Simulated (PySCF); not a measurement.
C2H3ClF2Si, SMILES C=C[Si](F)(F)Cl. Atoms are numbered in the order given.

```xyz
9

C     -2.5445     0.6301     0.3515
C     -1.4208     0.8428    -0.3476
Si     0.1864     0.1318     0.1837
F     -0.0302    -0.7449     1.5202
F      1.2612     1.2765     0.5490
Cl     1.0363    -1.0582    -1.2506
H     -2.5472     0.0285     1.2663
H     -3.5078     1.0473     0.0391
H     -1.4586     1.4468    -1.2621
```
Charge 0, spin multiplicity 1.

Geometry: B3LYP-D3(BJ)/def2-SVP. The values are those of a single conformer.

Computed with PBE/pcSseg-1 (PySCF).

GIAO shieldings, no solvent; atoms listed in one row are averaged. δ = σ(ref) − σ: ¹³C against TMS (σ = 182.0 ppm); ²⁹Si against TMS (σ = 335.4 ppm); ¹⁹F against CFCl3 (σ = 133.6 ppm); ³⁵Cl against HCl (σ = 936.5 ppm); ¹H against TMS (σ = 31.49 ppm), references at their B3LYP-D3(BJ)/def2-TZVP geometries, non-relativistic (without spin–orbit terms, shifts of atoms bonded to Cl or Br come out too high).

Computed chemical shifts:
| nucleus | atoms | count | δ (ppm) |
|---|---|---|---|
| ¹³C | C1 | 1 | 150.6 |
| ¹³C | C2 | 1 | 134.8 |
| ²⁹Si | Si3 | 1 | -26.9 |
| ¹⁹F | F5 | 1 | -142.5 |
| ¹⁹F | F4 | 1 | -163.5 |
| ³⁵Cl | Cl6 | 1 | 90.9 |
| ¹H | H7, H8 | 2 | 6.78 |
| ¹H | H9 | 1 | 6.27 |
